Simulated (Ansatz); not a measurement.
Total energies of CH$_{6}$AlAs (`C[AsH][AlH2]`).

Z-matrix (Å, degrees):
```
C
As 1 1.985
H 1 1.090 2 107.9
H 1 1.090 2 108.3 3 -117.4
H 1 1.088 2 113.4 3 121.0
Al 2 2.423 1 99.6 3 -71.3
H 2 1.524 1 98.0 3 -164.4
H 6 1.588 2 119.6 1 -153.1
H 6 1.590 2 120.0 1 31.6
```

Total charge 0; spin multiplicity 1. Correlated methods include outer-core shells of As, which these sets cover unevenly. Scalar relativity is left out up to krypton. The geometry is a stationary point of PBE0-D4/def2-TZVP. Basis def2-TZVPP, the Gaussian-basis code of Ansatz.

RPA on PBE orbitals: Hartree–Fock energy of these orbitals -2517.44845 Eh, correlation -0.92137 Eh (frozen core).

| functional | energy without D4 (Eh) | D4 term (kJ/mol) |
| --- | --- | --- |
| BLYP | -2520.05043 | -35.9 |
| PBE-QIDH | -2519.17663 | – |

(1) Give the same for LDA (SPW92), PBE, revPBE, r2SCAN, B97M-V, PBE0, B3LYP, r2SCANh, r2SCAN0, HSE06 (plane-wave form), BHLYP, CAM-B3LYP, LC-ωPBE, ωB97X-V, ωB97M-V, B2PLYP. (Estimate.)

B3LYP takes the VWN-RPA correlation (the form of Gaussian; ORCA's B3LYP/G). HSE06 is the plane-wave form, built on full-range PBE exchange. The double hybrids freeze the cores in their second-order part.

## Answers

(1) Computed: 
```json
{"functional": "LDA (SPW92)", "energy without D4 (Eh)": "-2515.27088", "D4 term (kJ/mol)": "–"}
{"functional": "PBE", "energy without D4 (Eh)": "-2519.49174", "D4 term (kJ/mol)": "-16.6"}
{"functional": "revPBE", "energy without D4 (Eh)": "-2519.78977", "D4 term (kJ/mol)": "-46.1"}
{"functional": "r2SCAN", "energy without D4 (Eh)": "-2519.96789", "D4 term (kJ/mol)": "-3.9"}
{"functional": "B97M-V", "energy without D4 (Eh)": "-2519.56779", "D4 term (kJ/mol)": "–"}
{"functional": "PBE0", "energy without D4 (Eh)": "-2519.59226", "D4 term (kJ/mol)": "-14.1"}
{"functional": "B3LYP", "energy without D4 (Eh)": "-2520.10691", "D4 term (kJ/mol)": "-27.0"}
{"functional": "r2SCANh", "energy without D4 (Eh)": "-2519.95930", "D4 term (kJ/mol)": "-4.2"}
{"functional": "r2SCAN0", "energy without D4 (Eh)": "-2519.94745", "D4 term (kJ/mol)": "-4.7"}
{"functional": "HSE06 (plane-wave form)", "energy without D4 (Eh)": "-2519.58483", "D4 term (kJ/mol)": "-13.2"}
{"functional": "BHLYP", "energy without D4 (Eh)": "-2519.98963", "D4 term (kJ/mol)": "-22.8"}
{"functional": "CAM-B3LYP", "energy without D4 (Eh)": "-2520.13182", "D4 term (kJ/mol)": "-14.5"}
{"functional": "LC-ωPBE", "energy without D4 (Eh)": "-2519.62403", "D4 term (kJ/mol)": "–"}
{"functional": "ωB97X-V", "energy without D4 (Eh)": "-2519.77468", "D4 term (kJ/mol)": "–"}
{"functional": "ωB97M-V", "energy without D4 (Eh)": "-2519.85065", "D4 term (kJ/mol)": "–"}
{"functional": "B2PLYP", "energy without D4 (Eh)": "-2519.49886", "D4 term (kJ/mol)": "–"}
```

LC-ωPBE has ω = 0.4 bohr⁻¹.
